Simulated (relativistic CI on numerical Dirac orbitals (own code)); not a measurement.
**Hyperfine structure of Gd28+, mass number 155**

Computed by Dirac-Coulomb-Breit CI, separate exchange-only KLI orbitals for each configuration, model QED (radiative potential, 1s self-energy scaled to tabulated hydrogen-like ionisation energies), unscaled Slater integrals (own radial code, finite nucleus).

Configuration list (outside the closed core [Ar] 3d10): 4s²4p⁶, 4s²4p⁵4d, 4s4p⁶4d, 4s²4p⁵4f, 4s4p⁶4f, 4s²4p⁵5s, 4p⁶4d4f, 4s²4p⁵5p, 4p⁶4d², 4p⁵4d³, 4p⁵4d²4f, 4p⁵4d²5s, 4p⁵4d²5p, 4p⁶4f², 4p⁵4d4f², 4p⁵4f³, 4p⁵4f²5s, 4p⁵4f²5p. Double excitations out of closed p, d and f shells are left out; levels of such configurations are missing from the list, as are those of other unlisted configurations, and high levels can miss mixing partners.

Nuclear spin I = 3/2, μ = -0.2591 μN, Q = 1.27 b (tables of Stone and Pyykkö). The electronic factors are computed for point nuclear moments, without core polarisation or the Bohr-Weisskopf and QED corrections.

```csv
Level,E (cm⁻¹),A (MHz),B (MHz)
4s²4p⁵4d ³P°1,941680,-2700,17300
4s²4p⁵4d ³F°3,966023,-3827,-63900
4s²4p⁵4d ³D°2,974423,-3672,-7970
4s²4p⁵4d ³F°4,1010301,-2576,-59600
4s²4p⁵4d ³D°3,1064267,-2234,26900
4s²4p⁵4d ³D°1,1148950,1666,9370
4s²4p⁵4d ³F°2,1287042,-11360,22300
4s²4p⁵4d ¹P°1,1462500,5963,1400
```

Levels with J = 0, under 50 % of one LS term, or S terms without an open s electron are left out. Small factors come from cancelling terms and can be off by tens of per cent or more.

At this charge energies of transitions that change n are usually good to better than 1 %, and those within a shell (Δn = 0) to a few per cent.

(1) Give the hyperfine levels of 4s²4p⁵4d ³F°3 relative to its centre of gravity.

Answers

(1) With K = F(F + 1) − I(I + 1) − J(J + 1), E = AK/2 + B[¾K(K + 1) − I(I + 1)J(J + 1)]/[2I(2I − 1)J(2J − 1)]: F = 3/2: -15400, F = 5/2: 22980, F = 7/2: 31970, F = 9/2: -33200 MHz.

LS names give the leading component of a level, which can be under half, so a name can repeat, a term be missing and a line seem to break the LS rules.
